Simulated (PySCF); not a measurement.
**Electron correlation in Mg (magnesium, neutral)**

[Ne] 3s2, closed-shell 1S. Calculation: PySCF 2.14, in ANO-RCC-VTZP (5s4p2d1f, 34 functions); the spin-free X2C one-electron Hamiltonian (Gaussian nucleus). Frozen: [Ne]; 2 electrons correlated.

With two correlated electrons CCSD is exact within the correlated space (frozen core and kept virtual orbitals).

```
level  correlation energy (mhartree)
 CCSD                         -33.10
```

Diagnostics: T1 = 0.011, D1 = 0.0151, largest double amplitude 0.119.

Cost of the coupled-cluster step: of the order of 0.14 core-seconds, for 2 correlated electrons.
